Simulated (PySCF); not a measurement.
**Electronic absorption of C2H12NPSi4**

Compound: C2H12NPSi4.
SMILES with atom numbers: `[CH:1]#[C:2][Si@:3]([SiH3:4])([PH2:5])[N:6]([SiH3:7])[SiH3:8]` (hydrogens: H9 on C1; H10, H11, H12 on Si4; H13, H14 on P5; H15, H16, H17 on Si7; H18, H19, H20 on Si8)

Method: TDDFT PBE0/def2-SVPD, vertical, gas phase, core orbitals frozen in the response in PySCF 2.14.0, density-fitted response routines. One conformer (not necessarily the lowest) at the PBE0-D3(BJ)/def2-SVP geometry, without solvent, vibrations or thermal averaging. Torsions of this conformer, `[CH:1]#[C:2][Si@:3]([SiH3:4])([PH2:5])[N:6]([SiH3:7])[SiH3:8]`: C2–Si3–N6–Si7 -62°, H–P5–Si3–C2 152°, H–P5–Si3–C2 58°.

```csv
state,E (eV),ν̃ (cm⁻¹),f,|μ| (D),"main configurations (H = HOMO, L = LUMO)"
S1,5.11,41250,0.025,1.13,H→L (88%)
S2,5.50,44320,0.044,1.46,H→L+1 (84%)
S3,5.59,45100,0.0062,0.54,H-1→L (78%)
S4,5.88,47390,0.0010,0.21,"H-2→L (46%), H-2→L+1 (15%)"
S5,6.00,48390,0.0063,0.53,"H-1→L+1 (52%), H→L+3 (20%), H-3→L (13%)"
S6,6.08,49030,0.024,1.02,"H→L+2 (56%), H-1→L+1 (14%), H-2→L+1 (10%)"
S7,6.18,49870,0.0090,0.62,"H-3→L+1 (42%), H-2→L+1 (14%), H-2→L (14%)"
S8,6.22,50180,0.105,2.11,"H→L+3 (48%), H-3→L+1 (10%), H-3→L (9%)"
S9,6.25,50400,0.059,1.58,"H-3→L (23%), H→L+2 (22%), H-1→L+1 (17%)"
S10,6.52,52570,0.0040,0.40,"H→L+4 (59%), H→L+5 (26%)"
```

Triplets (Tamm–Dancoff): T1 4.53 eV, H→L (57%), H→L+1 (12%); T2 4.73 eV, H→L (30%), H-2→L+1 (19%), H→L+1 (19%); T3 4.98 eV, H→L+1 (35%), H-3→L (13%), H-2→L (13%); T4 5.19 eV, H→L+2 (31%), H-2→L (15%), H-3→L (11%).

The lowest singlet lies at 5.11 eV (242 nm, ultraviolet) and is weak; its leading configuration is HOMO→LUMO (88%). The most intense listed level is S8 at 6.22 eV (199 nm, f = 0.105), 1.11 eV above S1. Löwdin shares by element: HOMO phosphorus 31%, silicon 29% or more, nitrogen 10% (atoms not listed hold the other 29%); LUMO carbon 26%, silicon 15% or more, phosphorus 12% (atoms not listed hold the other 47%). Weighted by f, the mean energy of these states is 5.99 eV. Of the 10 states listed, 5 reach f = 0.01 and none stays under 0.0005. The oscillator strengths of these states sum to 0.284; summed over the whole spectrum of an exact calculation they would give the number of electrons, 102 (Thomas–Reiche–Kuhn). The vertical ionisation energy (ΔSCF) is 8.63 eV, 2.12 eV above S10. The window holds the lowest 10 singlets.

On one thread, Arm Neoverse V1 (shared host), this took 8.6 min wall.
